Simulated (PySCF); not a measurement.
The dipole of `FC(F)C1[SiH2]C[SiH2]1` from its density and from atomic charges.

Coordinates (PBE0-D3(BJ)/def2-SVP, Å) and charges (e) from the PBE0/pcSseg-1 density (PySCF):

```tsv
atom	x	y	z	Mulliken	IAO	Hirshfeld	ESP-fitted
F1	0.831	1.260	1.525	-0.3125	-0.3164	-0.0960	-0.1948
C2	1.581	0.983	0.416	+0.5768	+0.4524	+0.1399	+0.3137
F3	1.837	2.167	-0.190	-0.2993	-0.3050	-0.1081	-0.2099
C4	0.822	0.060	-0.487	-0.8472	-0.6984	-0.2229	-0.4347
Si5	-0.970	0.641	-0.888	+0.6356	+0.7481	+0.3283	+0.4553
C6	-1.701	-0.645	0.305	-0.8014	-0.8348	-0.2528	-0.5575
Si7	0.012	-1.457	0.371	+0.6433	+0.7504	+0.3310	+0.4514
H8	2.547	0.577	0.769	+0.1045	+0.1399	+0.0452	+0.0863
H9	1.436	-0.177	-1.368	+0.1838	+0.1683	+0.0438	+0.1446
H10	-1.270	2.074	-0.605	-0.0490	-0.0991	-0.0699	-0.0719
H11	-1.298	0.328	-2.312	-0.0652	-0.1152	-0.0758	-0.1010
H12	-2.553	-1.245	-0.041	+0.1750	+0.1634	+0.0419	+0.1528
H13	-1.955	-0.189	1.276	+0.1847	+0.1689	+0.0448	+0.1618
H14	0.116	-2.667	-0.499	-0.0666	-0.1147	-0.0754	-0.1007
H15	0.552	-1.769	1.729	-0.0624	-0.1077	-0.0739	-0.0954
```

Q: Form Σ q r in debye for every column and set it beside the full dipole.

A: The full density gives (-0.08, -1.76, -0.43) D, 1.81 D in size; dipole vectors point from the negative to the positive end.

```tsv
scheme	μx	μy	μz	size (D)	share of the full size (%)	angle to the full dipole (°)
Mulliken	-0.06	-2.88	-0.84	3.00	166	3
IAO	0.36	-3.19	-1.22	3.43	190	11
Hirshfeld	-0.02	-1.06	-0.23	1.08	60	2
ESP-fitted	-0.08	-1.76	-0.44	1.81	100	0
```

Q: Which set comes closest?

A: Length of the difference vector: ESP-fitted 0.01 D, Hirshfeld 0.73 D, Mulliken 1.19 D, IAO 1.69 D. Closest: ESP-fitted. ESP charges are fitted to the potential around the molecule, whose slowest-falling term is the dipole's. 

Q: What is left for the Hirshfeld atoms' own dipoles?

A: The Hirshfeld atoms' densities add up to the full density, so μ = Σ q r + Σ (atomic dipoles). The atomic dipoles sum to (-0.08, -1.76, -0.43) − (-0.02, -1.06, -0.23) = (-0.06, -0.70, -0.20) D, 0.73 D in size.

Q: With the origin at the mean of the coordinates, (-0.001, -0.004, 0.000) Å, which are the largest single terms, by size, of the Hirshfeld dipole along the direction of the full one?

A: Si7 +2.10, F3 +1.12, H14 -0.98, C6 -0.76, C2 -0.76 D; all 15 atoms together +1.08 D. The single terms depend on the origin, their sum doesn't.

Q: Give the size of the full dipole in other units.

A: 1.81 D = 0.712 au = 0.377 e·Å = 6.03 × 10⁻³⁰ C·m.

Geometry: PBE0-D3(BJ)/def2-SVP, one conformer, isolated molecule.

The run behind these numbers computed NMR shieldings as well. Hardware: one thread of an Arm Neoverse N1, shared host. Cost: 41 s wall, 0.83 GiB resident at most.

Shape of the structure used: `[F:1][CH:2]([F:3])[CH:4]1[SiH2:5][CH2:6][SiH2:7]1`: F1–C2–C4–Si5 51°.
